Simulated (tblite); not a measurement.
Diethylsilane, C4H12Si.
SMILES with atom numbers: `[CH3:1][CH2:2][SiH2:3][CH2:4][CH3:5]` (hydrogens: H6, H7, H8 on C1; H9, H10 on C2; H11, H12 on Si3; H13, H14 on C4; H15, H16, H17 on C5)

Computed with GFN2-xTB (tblite), gas phase: Langevin dynamics at 300 K from the optimised GFN2-xTB geometry, time step 0.5 fs, friction 0.01 fs⁻¹, 2000 steps. The instantaneous temperature is 2·E(kin)/(3Nk) with all 3N coordinates.

| t (fs) | T (K) | E(pot) above start (eV) | C1–C2 (Å) | C2–Si3 (Å) | Si3–C4 (Å) | C4–C5 (Å) | C1–H6 (Å) | C1–C2–Si3–C4 (°) |
| --- | --- | --- | --- | --- | --- | --- | --- | --- |
| 0 | 259 | 0.000 | 1.524 | 1.905 | 1.906 | 1.525 | 1.087 | -176 |
| 25 | 181 | 0.403 | 1.514 | 1.942 | 1.867 | 1.520 | 1.115 | 178 |
| 50 | 230 | 0.398 | 1.527 | 1.908 | 1.953 | 1.546 | 1.104 | 172 |
| 75 | 222 | 0.495 | 1.531 | 1.897 | 1.873 | 1.512 | 1.078 | 171 |
| 100 | 193 | 0.414 | 1.530 | 1.934 | 1.995 | 1.526 | 1.067 | 167 |
| 125 | 253 | 0.696 | 1.524 | 1.887 | 1.874 | 1.521 | 1.096 | 174 |
| 150 | 260 | 0.550 | 1.530 | 1.933 | 1.983 | 1.534 | 1.100 | -171 |
| 175 | 286 | 0.668 | 1.502 | 1.892 | 1.893 | 1.491 | 1.052 | -162 |
| 200 | 303 | 0.563 | 1.504 | 1.894 | 1.940 | 1.501 | 1.106 | -159 |
| 225 | 269 | 0.763 | 1.534 | 1.917 | 1.925 | 1.542 | 1.080 | -161 |
| 250 | 284 | 0.782 | 1.596 | 1.867 | 1.884 | 1.523 | 1.069 | -160 |
| 275 | 229 | 0.768 | 1.586 | 1.886 | 1.966 | 1.515 | 1.118 | -160 |
| 300 | 274 | 0.804 | 1.558 | 1.946 | 1.966 | 1.499 | 1.096 | -162 |
| 325 | 340 | 0.733 | 1.552 | 1.865 | 1.871 | 1.555 | 1.085 | -176 |
| 350 | 291 | 0.703 | 1.549 | 1.914 | 1.884 | 1.571 | 1.063 | 177 |
| 375 | 368 | 0.655 | 1.566 | 1.912 | 1.911 | 1.555 | 1.088 | 173 |
| 400 | 359 | 0.770 | 1.548 | 1.876 | 1.967 | 1.472 | 1.141 | 172 |
| 425 | 371 | 0.614 | 1.529 | 1.987 | 1.925 | 1.477 | 1.092 | 173 |
| 450 | 300 | 0.506 | 1.508 | 1.870 | 1.904 | 1.578 | 1.072 | 170 |
| 475 | 371 | 0.449 | 1.542 | 1.952 | 1.892 | 1.599 | 1.131 | 167 |
| 500 | 356 | 0.694 | 1.565 | 1.905 | 1.878 | 1.565 | 1.105 | 174 |
| 525 | 294 | 0.760 | 1.514 | 1.936 | 1.877 | 1.502 | 1.062 | -178 |
| 550 | 412 | 0.516 | 1.486 | 1.900 | 1.953 | 1.507 | 1.089 | -167 |
| 575 | 371 | 0.640 | 1.551 | 1.986 | 1.877 | 1.542 | 1.126 | -162 |
| 600 | 301 | 0.859 | 1.530 | 1.820 | 1.925 | 1.606 | 1.105 | -160 |
| 625 | 415 | 0.794 | 1.560 | 1.987 | 1.865 | 1.531 | 1.069 | -153 |
| 650 | 374 | 0.689 | 1.531 | 1.859 | 1.910 | 1.479 | 1.097 | -139 |
| 675 | 415 | 0.550 | 1.552 | 2.005 | 1.887 | 1.509 | 1.113 | -137 |
| 700 | 386 | 0.629 | 1.534 | 1.844 | 1.897 | 1.564 | 1.083 | -140 |
| 725 | 274 | 0.669 | 1.535 | 2.020 | 1.932 | 1.532 | 1.097 | -151 |
| 750 | 287 | 0.633 | 1.511 | 1.860 | 1.850 | 1.509 | 1.132 | -161 |
| 775 | 275 | 0.513 | 1.540 | 1.946 | 1.957 | 1.565 | 1.066 | -178 |
| 800 | 331 | 0.637 | 1.585 | 1.863 | 1.818 | 1.551 | 1.046 | 175 |
| 825 | 292 | 0.721 | 1.615 | 1.915 | 2.058 | 1.527 | 1.088 | 177 |
| 850 | 333 | 0.731 | 1.520 | 1.876 | 1.850 | 1.520 | 1.150 | -178 |
| 875 | 381 | 0.632 | 1.504 | 1.981 | 1.995 | 1.518 | 1.077 | -176 |
| 900 | 403 | 0.781 | 1.546 | 1.846 | 1.884 | 1.512 | 1.011 | 175 |
| 925 | 445 | 0.679 | 1.586 | 1.931 | 1.922 | 1.472 | 1.109 | 166 |
| 950 | 336 | 0.903 | 1.588 | 1.847 | 1.929 | 1.530 | 1.173 | 165 |
| 975 | 453 | 0.816 | 1.601 | 1.924 | 1.876 | 1.559 | 1.122 | 161 |
| 1000 | 399 | 0.951 | 1.536 | 1.870 | 1.955 | 1.585 | 1.032 | 164 |

Problem. From 500 fs on, how do temperature and potential energy compare with equipartition?

Solution. The mean temperature of these 21 frames is 359 K against the target 300 K, and the mean potential energy 0.70 eV against 45 × kT/2 = 0.58 eV for 45 classical harmonic modes. For 17 atoms in a canonical ensemble the temperature itself scatters by T·√(2/(3N)) = 59 K; here its standard deviation is 55 K. The whole run lasts only 10 friction times of 100 fs, so these averages carry a wide statistical error.

Problem. What are the kinetic and total energies of the listed frame with the highest potential energy?

Solution. The one at 1000 fs, 0.951 eV above the start. Its kinetic energy is 3NkT/2 = 0.876 eV at 399 K, so the sum is 1.83 eV; over the listed frames the sum runs from 0.57 to 1.83 eV, since the thermostat adds and removes energy.

Problem. How much do the listed bonds fluctuate from 500 fs on?

Solution. 
```tsv
bond	at the start (Å)	mean (Å)	standard deviation (Å)
C1–C2	1.524	1.547	0.033
C2–Si3	1.905	1.911	0.058
Si3–C4	1.906	1.909	0.053
C4–C5	1.525	1.533	0.033
C1–H6	1.087	1.093	0.037
```

The motion is classical and holds no zero-point motion.

What follows is the cost of the whole dynamics run. The run took 26 s wall on an Intel Xeon at 2.50 GHz with one thread, no GPU, on a shared host, and the process peaked at 0.18 GiB of memory.
